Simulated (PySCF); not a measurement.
**Two-dimensional NMR puzzle**

Compound of formula C$_{4}$H$_{11}$BO$_{2}$. Correlations simulated from computed shifts and couplings:

HSQC (one-bond C–H):
| δH | δC | ¹J(C,H) (Hz) |
| --- | --- | --- |
| 3.56 | 51.6 | 147 |
| 0.92 | 9.5 | 133 |
| 0.56 | 7.3 | 119 |

COSY cross peaks (|J| ≥ 2 Hz):
| δH | δH | abs. J (Hz) | bonds |
| --- | --- | --- | --- |
| 0.92 | 0.56 | 8.7 | 3 |

HMBC (two and three bonds, |J| ≥ 2.5 Hz):
| δH | δC [abs. J in Hz] |
| --- | --- |
| 0.92 | 7.3 [3.3] |
| 0.56 | 9.5 [4.0] |

PySCF 2.14 calculation with J couplings at B3LYP/pcJ-1 (spin–dipole term only in couplings to heteroatoms), GIAO PBE0/pcSseg-1 shieldings and PBE0-D3(BJ)/def2-SVP geometry; no relativistic terms, no solvent model, equivalent nuclei averaged, a single conformation.

Referencing at the same level of theory: ¹H (31.27 ppm), ¹³C (184.41 ppm) vs TMS.

Exchangeable hydrogens are left out of these lists, and C,H couplings along chains are those of one rotamer, so weak HMBC peaks may be missing or extra.

Which molecule is this?

Answers

ethyldimethoxyborane (SMILES CCB(OC)OC).

Atom-mapped SMILES (the numbers label the heavy atoms): `[CH3:1][CH2:2][B:3]([O:4][CH3:5])[O:6][CH3:7]`. Each H is labelled by its parent atom.

- δC 51.6 is C5/C7, a methyl carbon bonded to O (δH 3.56).
- δC 9.5 is C1, a methyl carbon (δH 0.92).
- δC 7.3 is C2, an sp3 CH2 bonded to B (δH 0.56).
- COSY links 0.92–0.56.

This is the structure that produced the data.

A carbon bonded to boron is broadened by the quadrupolar boron nucleus and is often missing from a measured spectrum. Unscaled 3J(H,H) at this level run about 10 % above measured values. Shifts are as computed. Against solution values, carbons near 30 ppm lie about +2 ppm off and those near 130 ppm about +5 ppm. Of 1211 compounds with measured shifts, 218 miss one by over three times the rms of a fit or turn the order of signals round; such compounds aren't used in these exercises.
